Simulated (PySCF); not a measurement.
AlClBr2, SMILES [Cl][Al]([Br])[Br].

Geometry optimised at r2SCAN-D4/def2-SVP. The structure was generated by enumeration; whether it is a known compound was not checked.

Two levels are set side by side: TDA-PBE/def2-SVPD (PySCF) and TDA-ωB97X/def2-SVPD (PySCF). Vertical, same geometry. The lowest singlet is HOMO→LUMO 100 % with PBE and HOMO→LUMO 90 % with the other functional; states are paired by order. Differences are taken from unrounded values.

```
quantity                               TDA-ωB97X  TDA-PBE  TDA-PBE minus TDA-ωB97X
-------------------------------------  ---------  -------  -----------------------
lowest singlet excitation (eV)              6.45     5.15                    -1.30
lowest triplet excitation (TDA) (eV)        6.11     4.92                    -1.19
first bright state (f over 0.05) (eV)       7.00     6.22                    -0.78
its oscillator strength                     0.05     0.14                     0.09
```

A lower first singlet is the usual sign of a functional without exact exchange. Differences between two approximate levels are no errors against the true value.

Rough cost on one machine, each run with all the roots and properties that it gave: TDA-ωB97X against TDA-PBE about 6 times.
